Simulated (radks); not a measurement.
Values are calculated unless marked as measured or tabulated.
Q: Ionisation of He, [He], to He+, 1s1, under several functionals. Scalar-relativistic Kohn-Sham, spin-polarised, spherical densities, finite nucleus; open shells are filled with parallel spins first; a radial shooting solver on a logarithmic mesh with Libxc functionals. The NIST Atomic Spectra Database gives 24.587 eV (measured). Rank these functionals by the error of their Delta-SCF ionisation energy: LDA (Slater exchange, Perdew-Zunger correlation); B86b exchange with PBE correlation; exchange-only LDA; Wu-Cohen GGA; LDA (Slater exchange, VWN5 correlation); PBE; RPBE.

A: From best to worst: B86b exchange with PBE correlation 24.577 eV (-0.010); RPBE 24.666 eV (+0.079); PBE 24.468 eV (-0.119); LDA (Slater exchange, VWN5 correlation) 24.304 eV (-0.283); LDA (Slater exchange, Perdew-Zunger correlation) 24.284 eV (-0.303); Wu-Cohen GGA 24.216 eV (-0.371); exchange-only LDA 22.071 eV (-2.517).
